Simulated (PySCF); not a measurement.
**He (helium, neutral) across methods**

1s1 2s1, high-spin 3S determinant (an excited configuration). Computed with PySCF 2.14 in aug-cc-pVQZ-DK (5s4p3d2f, 46 functions), with the spin-free X2C one-electron Hamiltonian (Gaussian nucleus).

```json
{"method": "B3LYP", "E (hartree)": "-2.1760", "mean ε 1s α (eV)": "-36.563", "mean ε 2s α (eV)": "-3.030", "Σ⟨r²⟩ (bohr²)": "18.86", "⟨S²⟩": "2.000"}
{"method": "LDA", "E (hartree)": "-2.1178", "mean ε 1s α (eV)": "-33.185", "mean ε 2s α (eV)": "-2.605", "Σ⟨r²⟩ (bohr²)": "18.91", "⟨S²⟩": "2.000"}
{"method": "PBE0", "E (hartree)": "-2.1768", "mean ε 1s α (eV)": "-37.268", "mean ε 2s α (eV)": "-3.269", "Σ⟨r²⟩ (bohr²)": "18.97", "⟨S²⟩": "2.000"}
{"method": "B97-3", "E (hartree)": "-2.1778", "mean ε 1s α (eV)": "-37.466", "mean ε 2s α (eV)": "-3.237", "Σ⟨r²⟩ (bohr²)": "18.90", "⟨S²⟩": "2.000"}
{"method": "UHF", "E (hartree)": "-2.17129", "mean ε 1s α (eV)": "-46.660", "mean ε 2s α (eV)": "-4.664", "Σ⟨r²⟩ (bohr²)": "18.85", "⟨S²⟩": "2.000"}
{"method": "PBE", "E (hartree)": "-2.1746", "mean ε 1s α (eV)": "-34.083", "mean ε 2s α (eV)": "-2.708", "Σ⟨r²⟩ (bohr²)": "18.97", "⟨S²⟩": "2.000"}
{"method": "r2SCAN", "E (hartree)": "-2.1735", "mean ε 1s α (eV)": "-35.273", "mean ε 2s α (eV)": "-2.707", "Σ⟨r²⟩ (bohr²)": "19.01", "⟨S²⟩": "2.000"}
```

Problem. Estimate the same row for LC-wPBE.

Solution. E (hartree) = -2.1787; mean ε 1s α (eV) = -39.703; mean ε 2s α (eV) = -4.920; Σ⟨r²⟩ (bohr²) = 18.98; ⟨S²⟩ = 2.000.

The outer electron is Rydberg-like, and this basis confines it to a smaller radius and binds it less than a complete one would.
